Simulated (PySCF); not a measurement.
**Te⁴⁸⁺: ionisation energy**

Te⁴⁸⁺ [He] 2s2 (1S) → Te⁴⁹⁺ [He] 2s1 (2S), as a difference of total energies. Computed with PySCF 2.14 in an uncontracted even-tempered set (17 s from 25 bohr⁻², ratio 2.2; 8 p from 37 bohr⁻², ratio 2.4; 5 d from 110 bohr⁻², ratio 2.4; 5 f from 170 bohr⁻², ratio 2.4; 4 g from 250 bohr⁻², ratio 2.4), with the non-relativistic Hamiltonian (point nucleus). Correlated levels: nothing frozen; virtual orbitals above 40 to 60 times the deepest correlated orbital energy dropped. The calculations carry no spin-orbit coupling.

```json
{"method": "UHF", "ionisation energy (eV)": "8434.0"}
{"method": "LDA", "ionisation energy (eV)": "8430.1"}
{"method": "PBE", "ionisation energy (eV)": "8439.5"}
{"method": "PBE0", "ionisation energy (eV)": "8438.5"}
{"method": "r2SCAN", "ionisation energy (eV)": "8432.4"}
{"method": "r2SCAN0", "ionisation energy (eV)": "8433.2"}
{"method": "B2PLYP", "ionisation energy (eV)": "8439.9"}
{"method": "MP2 (all electrons)", "ionisation energy (eV)": "8443.1"}
{"method": "SCS-MP2 (all electrons)", "ionisation energy (eV)": "8444.9"}
```

Task: How much does correlation contribute at MP2 (all electrons)?

Result: 8443.1 − (8434.0) = 9.1 eV, measured against UHF.

The gap to the reference is mostly relativistic.

For comparison: 8821 ± 4 eV (theoretical estimate listed by NIST; NIST Atomic Spectra Database, ionization energies).
